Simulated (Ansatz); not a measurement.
A nudged elastic band was laid between two geometries of CH6O2SSi (11 atoms, charge 0, multiplicity 1).

These are results of RKS B3LYP-D4/6-31G* in Ansatz, not measurements.

- movable images: 7
- climbing image: yes
- spring: 5.0 eV/Å²
- optimiser: quadratic models (default)
- start path: through a guess of the saddle point
- force threshold: 0.05 eV/Å
- iteration limit: 60
- end points: relaxed

Initial state:

```xyz
11
Properties=species:S:1:pos:R:3
Si -0.354 0.126 0.248
S 0.908 1.495 1.362
C 0.636 -0.851 -0.990
H 1.133 -0.187 -1.705
O -1.529 0.892 -0.623
O -1.107 -0.779 1.419
H 1.629 1.924 0.304
H -0.030 -1.514 -1.553
H 1.402 -1.461 -0.502
H -2.134 1.448 -0.111
H -0.554 -1.093 2.149
```

Final state:

```xyz
11
Properties=species:S:1:pos:R:3
Si -0.837 -0.550 0.003
S 1.497 2.027 0.645
C 0.336 -1.361 -0.918
H 1.546 0.770 0.125
O -1.611 0.815 -0.467
O -1.241 -0.868 1.570
H 1.363 2.594 -0.573
H 0.540 -1.045 -1.936
H 0.737 -2.326 -0.626
H -1.575 1.533 0.185
H -0.754 -1.589 1.994
```

(1) Which bonds break or form, and what moves?

(2) What energy profile does the band end with?

(3) What is the geometry of the highest image?

Answers

(1) Bonds broken: Si1–S2, C3–H4. Bonds formed: S2–H4. CH6O2SSi becomes CH4O2Si + H2S.

(2) The forces met the threshold. The highest image is number 6 of 0 to 8, 79.2 kcal/mol above the first end and 3.3 kcal/mol above the last; the last end lies 75.9 kcal/mol above the first. Neighbouring images differ by up to 1.5 eV, so the band resolves the path poorly. A vibrational analysis at the climbing image gives one clearly imaginary mode, 998i cm⁻¹: a first-order saddle point. The orbitals stay closed-shell, which can raise the energy where a bond breaks towards radicals; this wasn't checked here.

```
image  path coordinate (Å)  energy (kcal/mol)  Si1–S2 (Å)  C3–H4 (Å)  S2–H4 (Å)
    0                 0.00                0.0        2.17       1.10       3.51
    1                 0.87                0.7        2.17       1.09       3.32
    2                 1.75                1.3        2.17       1.09       3.27
    3                 2.62                7.2        2.20       1.09       3.01
    4                 3.49               29.7        2.41       1.09       2.49
    5                 4.36               64.0        3.03       1.11       2.19
    6                 5.23               79.2        3.53       1.50       1.63
    7                 7.18               76.2        3.82       2.39       1.37
    8                 9.14               75.9        3.54       2.66       1.36
```

(3) 
```xyz
11
Properties=species:S:1:pos:R:3
Si -0.998 -0.420 -0.069
S 2.165 0.744 0.996
C 0.418 -0.831 -1.011
H 1.341 0.052 -0.234
O -2.365 0.222 -0.687
O -0.853 -0.143 1.520
H 1.790 1.990 0.630
H 0.366 -0.724 -2.094
H 0.928 -1.747 -0.705
H -2.891 0.777 -0.090
H 0.100 0.080 1.744
```

The run took 6.4 min on 2 threads of Intel(R) Xeon(R) Platinum 8488C (Sapphire Rapids) (shared host), peak memory 0.23 GiB.
